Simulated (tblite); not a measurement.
Species: FH9OSi4.
Atom-mapped SMILES: `[OH:1][SiH2:2][Si:3]([F:4])([SiH3:5])[SiH3:6]` (hydrogens: H7 on O1; H8, H9 on Si2; H10, H11, H12 on Si5; H13, H14, H15 on Si6)

A start from a force field or distance geometry was refined with tblite 0.8.0, GFN2-xTB geometry optimisation, gas phase. Values at the start:

```
 coordinate    start
     O1–Si2  1.726 Å
      O1–H7  0.994 Å
    Si2–Si3  2.205 Å
     Si2–H8  1.473 Å
     Si3–F4  1.690 Å
    Si3–Si5  2.228 Å
    Si5–H10  1.474 Å
 O1–Si2–Si3   113.5°
 Si2–Si3–F4   107.4°
Si2–Si3–Si5   113.8°
 F4–Si3–Si5   108.1°
Si5–Si3–Si6   108.3°
```

Q: How do these coordinates change at the GFN2-xTB level?

A: 
| coordinate | GFN2-xTB (Å or °) | change |
| --- | --- | --- |
| Si3–Si5 | 2.339 | +0.111 |
| Si2–Si3 | 2.310 | +0.105 |
| O1–Si2 | 1.635 | -0.091 |
| O1–H7 | 0.952 | -0.042 |
| Si3–F4 | 1.655 | -0.035 |
| Si5–H10 | 1.468 | -0.006 |
| Si2–H8 | 1.472 | -0.001 |
| O1–Si2–Si3 | 96.4 | -17.1 |
| Si5–Si3–Si6 | 114.4 | +6.1 |
| Si2–Si3–F4 | 102.6 | -4.8 |
| F4–Si3–Si5 | 103.5 | -4.6 |
| Si2–Si3–Si5 | 115.2 | +1.4 |

The energy falls by 76.7 kJ/mol over 162 L-BFGS steps, the largest force on an atom goes from 2.62 to 0.009 eV/Å, and the atoms move by 1.081 Å rms after alignment. The bond that changes most is Si3–Si5 (fluorine-bound silicon to SiH3 silicon), which lengthens by 0.111 Å. Bonds longer at the end by more than 0.005 Å: 5 of 14; shorter: 8. Among the dihedrals that turn most is H9–Si2–Si3–Si5, from 162° to 47°. Rotational constants go from 1524, 1053, 842.5 to 1318, 1085, 848.6 MHz.

Time: 2.4 s of wall time. Hardware: one thread, Arm Neoverse N1 (aarch64) (shared host).

Its lowest GFN2-xTB frequency is 9 cm⁻¹, too small to tell a flat minimum from a shallow saddle. One conformer, not necessarily the lowest. 3 starts were optimised and ended at 0.00, 0.02 and 3.06 kcal/mol (GFN2-xTB); the lowest of these is shown.

These are computed values.
